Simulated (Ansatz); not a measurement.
`N=C(S)[SiH2]O` → `NC(=S)[SiH2]O`  (isomerisation)

Computed with Ansatz on PBE0-D4/def2-TZVP structures; ΔE is electronic, products minus reactants. CBS: MP2 limit from def2 TZ/QZ plus the TZ coupled-cluster correction, frozen cores. DFT in def2-TZVPP. B3LYP here is the variant with VWN-RPA as its local correlation; programs differ in this. Each species was taken in one conformer, which may not be the lowest.

```json
{"level": "PBE-D4", "ΔE (kJ/mol)": "-54.6", "difference from CCSD(T)/CBS": "-4.6"}
{"level": "r2SCAN-D4", "ΔE (kJ/mol)": "-55.4", "difference from CCSD(T)/CBS": "-5.4"}
{"level": "PBE0-D4", "ΔE (kJ/mol)": "-56.9", "difference from CCSD(T)/CBS": "-6.9"}
{"level": "B3LYP-D4", "ΔE (kJ/mol)": "-54.7", "difference from CCSD(T)/CBS": "-4.7"}
{"level": "ωB97X-V", "ΔE (kJ/mol)": "-50.1", "difference from CCSD(T)/CBS": "-0.1"}
{"level": "ωB97M-V", "ΔE (kJ/mol)": "-52.5", "difference from CCSD(T)/CBS": "-2.5"}
{"level": "B2PLYP", "ΔE (kJ/mol)": "-54.8", "difference from CCSD(T)/CBS": "-4.8"}
{"level": "PBE", "ΔE (kJ/mol)": "-55.0", "difference from CCSD(T)/CBS": "-5.0"}
{"level": "r2SCAN", "ΔE (kJ/mol)": "-55.6", "difference from CCSD(T)/CBS": "-5.6"}
{"level": "PBE0", "ΔE (kJ/mol)": "-57.2", "difference from CCSD(T)/CBS": "-7.2"}
{"level": "B3LYP", "ΔE (kJ/mol)": "-55.3", "difference from CCSD(T)/CBS": "-5.3"}
{"level": "HF/def2-TZVPP", "ΔE (kJ/mol)": "-51.9", "difference from CCSD(T)/CBS": "-1.9"}
{"level": "MP2/def2-TZVPP", "ΔE (kJ/mol)": "-53.4", "difference from CCSD(T)/CBS": "-3.4"}
{"level": "SCS-MP2/def2-TZVPP", "ΔE (kJ/mol)": "-47.3", "difference from CCSD(T)/CBS": "2.7"}
{"level": "CCSD/def2-TZVPP", "ΔE (kJ/mol)": "-45.7", "difference from CCSD(T)/CBS": "4.3"}
{"level": "CCSD(T)/def2-TZVPP", "ΔE (kJ/mol)": "-46.3", "difference from CCSD(T)/CBS": "3.7"}
{"level": "HF/def2-QZVPP", "ΔE (kJ/mol)": "-52.1", "difference from CCSD(T)/CBS": "-2.1"}
{"level": "MP2/def2-QZVPP", "ΔE (kJ/mol)": "-55.6", "difference from CCSD(T)/CBS": "-5.6"}
{"level": "SCS-MP2/def2-QZVPP", "ΔE (kJ/mol)": "-49.6", "difference from CCSD(T)/CBS": "0.4"}
{"level": "HF/CBS(def2)", "ΔE (kJ/mol)": "-52.1", "difference from CCSD(T)/CBS": "-2.1"}
{"level": "MP2/CBS(def2)", "ΔE (kJ/mol)": "-57.1", "difference from CCSD(T)/CBS": "-7.1"}
{"level": "CCSD/CBS(def2)", "ΔE (kJ/mol)": "-49.5", "difference from CCSD(T)/CBS": "0.5"}
{"level": "CCSD(T)/CBS", "ΔE (kJ/mol)": "-50.0", "difference from CCSD(T)/CBS": "0"}
```

Largest T1 diagnostic among the species: 0.017.
